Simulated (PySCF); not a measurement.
# Krypton: a sound run and one with changed settings

Sound run: Kr⁺ [Ar] 3d10 4s2 4p5, Kr²⁺ [Ar] 3d10 4s2 4p4. Calculation: PySCF 2.14, in cc-pVTZ-PP with ECP10MDF (5s4p3d1f, 39 functions); scalar relativity through the core potential. The sound run starts from symmetry-adapted Hartree-Fock orbitals and uses a fine grid where one is needed.

A second run was set up differently.

```tsv
species	method	sound run (hartree)	changed run (hartree)	converged
Kr⁺	UHF	-461.71667	-461.71667	yes
Kr⁺	M06-2X	-463.24884	-463.25256	yes
Kr⁺	r2SCAN	-462.92596	-462.92915	yes
Kr²⁺	UHF	-460.86154	-460.86154	yes
Kr²⁺	M06-2X	-462.36174	-462.35827	yes
Kr²⁺	r2SCAN	-462.02837	-462.02880	yes
```

Ionisation energy of Kr⁺:

| method | sound run (eV) | changed run (eV) |
| --- | --- | --- |
| UHF | 23.269 | 23.269 |
| M06-2X | 24.139 | 24.335 |
| r2SCAN | 24.425 | 24.500 |

(1) What was changed?
A. angular grid far too coarse
B. basis contracted for another Hamiltonian
C. all electrons correlated in a valence basis
D. level shift left on

## Answers

(1) A. It used 14 angular points. A coarse angular grid integrates products of high-l functions wrongly, so density functionals can shift, and the SCF can exploit the error; Hartree-Fock and MP2 need no grid.
